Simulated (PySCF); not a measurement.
Compound: C6H9Si (charge +1).
Atom-mapped SMILES: `[CH:1]#[C:2][C:3](=[CH2:4])[Si+:5]([CH3:6])[CH3:7]` (hydrogens: H8 on C1; H9, H10 on C4; H11, H12, H13 on C6; H14, H15, H16 on C7)

Structure optimised with GFN2-xTB, isolated species.

**Question.** Give the optimised bond lengths and angles.

**Answer.** 
```tsv
bond	length (Å)
C1≡C2	1.201
C2–C3	1.421
C3=C4	1.340
C3–Si5	1.886
Si5–C6, Si5–C7	1.882
C1–H8	1.051
C4–H9	1.078
C4–H10	1.076
C6–H11 and 5 like bonds	1.091
```

Bonds in one row agree within 0.01 Å and their mean is given. A selection of angles:
```tsv
angle	degrees
C2–C1–H8	178.1
C1–C2–C3	179.2
C2–C3–C4	121.0
C2–C3–Si5	114.6
C4–C3–Si5	124.4
C3–C4–H9	120.6
C3–C4–H10	122.6
H9–C4–H10	116.8
C3–Si5–C6	118.8
C3–Si5–C7	118.5
C6–Si5–C7	122.7
Si5–C6–H11	111.1
H11–C6–H12	107.1
```

Dihedral angles: C2–C3–Si5–C6 100° (anticlinal). The mirror-image conformer, all signs reversed, is as good.

The 3 C–C bonds span 1.201 Å (C1≡C2, drawn triple) to 1.421 Å (C2–C3, drawn single), a spread of 0.220 Å. C4 (terminal =CH2 carbon) is planar (angles 122.6°, 120.6° and 116.8°, sum 360.0°, 0.00 Å off the plane of its three neighbours). C3 (fully substituted alkene carbon) is planar (angles 124.4°, 121.0° and 114.6°, sum 360.0°, 0.00 Å off the plane of its three neighbours). Si5 (silicon bonded to 3 C) is planar (angles 122.7°, 118.8° and 118.5°, sum 360.0°, 0.01 Å off the plane of its three neighbours).

Point group: C1 (no symmetry element, even within 0.4 Å). No frequency check.

All values are computed, not measured.
